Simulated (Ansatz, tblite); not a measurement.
Cost and result up the ladder for Sn(vinyl)H3 (C2H6Sn) (9 atoms). Total charge 0; singlet. Geometry: r2SCAN-D4/def2-TZVP.

```xyz
9

Sn   -0.6751   -0.2287    1.2235
C     0.0823    0.6097   -0.5865
C     0.9148   -0.0284   -1.4045
H    -0.2360    1.6175   -0.8476
H     1.2736   -1.0355   -1.2067
H     1.2819    0.4303   -2.3206
H    -1.5175   -1.6766    0.8926
H    -1.7338    0.8905    1.9576
H     0.6100   -0.5788    2.2921
```

Ansatz on 4 threads of Arm Neoverse V1 on a shared host; xTB runs through tblite on one thread. Times are rough, summed over both states, and most runs start from the orbitals of an earlier one. PBE0-D4/def2-TZVP serves as the yardstick here, not as an exact answer. The other state is a triplet.

In the def2 sets Sn takes a core potential; there is no spin–orbit coupling. The xTB rows come from tblite.

xTB has no spin-polarisation term.

| level | functions | wall time | vertical triplet (eV) | difference from PBE0-D4/def2-TZVP (eV) |
| --- | --- | --- | --- | --- |
| GFN2-xTB | 23 | 0.006 s | 4.93 | 0.78 |
| GFN1-xTB | 29 | 0.008 s | 4.94 | 0.80 |
| PBE-D4/def2-TZVP | 148 | 2.6 s | 4.31 | 0.16 |
| PBE0-D4/def2-TZVP (with forces) | 148 | 4 s | 4.15 | 0.00 |
| r2SCAN-D4/def2-TZVP | 148 | 5.4 s | 4.01 | -0.13 |
